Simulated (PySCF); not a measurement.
Correlation energy of Ba (barium, neutral)

[Xe] 5d2, high-spin 3F determinant (an excited configuration). All numbers are calculated (PySCF 2.14, scalar relativity by spin-free X2C-1e, in x2c-TZVPPall). Frozen: [Xe]; 2 electrons correlated.

With two correlated electrons CCSD is exact within the correlated space (frozen core and kept virtual orbitals).

| level | correlation energy (mhartree) |
| --- | --- |
| CCSD | -6.40 |

Diagnostics: T1 = 0.0041, D1 = 0.0058, largest double amplitude 0.080.

Spin-orbit coupling, absent here, splits the open shell strongly.

Cost of the coupled-cluster step: of the order of 2.4 core-seconds, for 2 correlated electrons.

Iterations:

```
CC2 = 0
CCSD nocc = (np.int64(2), np.int64(0)), nmo = (58, 58)
frozen orbitals [[0, 1, 2, 3, 4, 5, 6, 7, 8, 9, 10, 11, 12, 13, 14, 15, 16, 17, 18, 19, 20, 21, 22, 23, 24, 25, 26], [0, 1, 2, 3, 4, 5, 6, 7, 8, 9, 10, 11, 12, 13, 14, 15, 16, 17, 18, 19, 20, 21, 22, 23, 24, 25, 26]]
max_cycle = 100
direct = 0
conv_tol = 1e-08
conv_tol_normt = 1e-06
diis_space = 8
diis_start_cycle = 0
Init t2, MP2 energy = -0.00359415709836703
Init E_corr(UCCSD) = -0.00359415710022158
cycle = 1  E_corr(UCCSD) = -0.00509456938306495  dE = -0.00150041228  norm(t1,t2) = 0.0314534
cycle = 2  E_corr(UCCSD) = -0.00576940371817629  dE = -0.000674834335  norm(t1,t2) = 0.0154918
cycle = 3  E_corr(UCCSD) = -0.00640087058219953  dE = -0.000631466864  norm(t1,t2) = 0.00801765
cycle = 4  E_corr(UCCSD) = -0.00639638950174322  dE = 4.48108046e-06  norm(t1,t2) = 0.00126469
cycle = 5  E_corr(UCCSD) = -0.00639995322990397  dE = -3.56372816e-06  norm(t1,t2) = 0.000127555
cycle = 6  E_corr(UCCSD) = -0.00639813313714152  dE = 1.82009276e-06  norm(t1,t2) = 2.35084e-05
cycle = 7  E_corr(UCCSD) = -0.00639896888069019  dE = -8.35743549e-07  norm(t1,t2) = 8.55922e-06
cycle = 8  E_corr(UCCSD) = -0.00639870043560046  dE = 2.6844509e-07  norm(t1,t2) = 3.13294e-06
cycle = 9  E_corr(UCCSD) = -0.0063987596342579  dE = -5.91986574e-08  norm(t1,t2) = 5.65408e-07
cycle = 10  E_corr(UCCSD) = -0.00639874231213797  dE = 1.73221199e-08  norm(t1,t2) = 2.34593e-07
cycle = 11  E_corr(UCCSD) = -0.00639874228293181  dE = 2.92061583e-11  norm(t1,t2) = 3.32322e-08
UCCSD converged
E(UCCSD) = -8131.52051910952  E_corr = -0.006398742282931807
```
